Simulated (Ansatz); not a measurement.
One change: `[CH3][Cd][NH2]` becomes `[NH2][Cd][Br]`.

Ansatz, PBE0-D4/def2-TZVP geometries, multiplicity 1. Each molecule was computed in one conformer, which needn't be the lowest.

Elements past krypton have def2 core potentials. Scalar relativity is left out up to krypton.

```csv
property,`[CH3][Cd][NH2]`
LUMO energy (ωB97M-V/def2-TZVPP) / eV,1.22
size of the dipole moment (PBE/def2-TZVPP) / D,1.08
HOMO–LUMO gap (PBE/def2-TZVPP) / eV,4.22
LUMO energy (B3LYP/def2-TZVPP) / eV,-0.49
HOMO energy (ωB97M-V/def2-TZVPP) / eV,-8.80
size of the dipole moment (ωB97M-V/def2-TZVPP) / D,1.21
```

**Question.** What does the change do to each property? (Estimate.)

**Answer.** The calculation gave: 
```
                                          property  `[NH2][Cd][Br]`  shift
             LUMO energy (ωB97M-V/def2-TZVPP) / eV             0.26  -0.96
    size of the dipole moment (PBE/def2-TZVPP) / D             2.44   1.36
               HOMO–LUMO gap (PBE/def2-TZVPP) / eV             3.78  -0.44
               LUMO energy (B3LYP/def2-TZVPP) / eV            -1.74  -1.25
             HOMO energy (ωB97M-V/def2-TZVPP) / eV            -9.65  -0.85
size of the dipole moment (ωB97M-V/def2-TZVPP) / D             2.45   1.24
```

With PBE0 the HOMO falls by 0.89 eV and the LUMO falls by 1.24 eV, so the gap narrows by about 0.35 eV. PBE moves the HOMO by -0.88 eV and ωB97M-V by -0.85 eV. Dipoles are sizes alone; their direction can turn.

B3LYP here is the variant with VWN-RPA as its local correlation; programs differ in this.

Spin–orbit coupling is left out; it splits and shifts lone-pair levels of the heavy atoms by tenths of an eV.
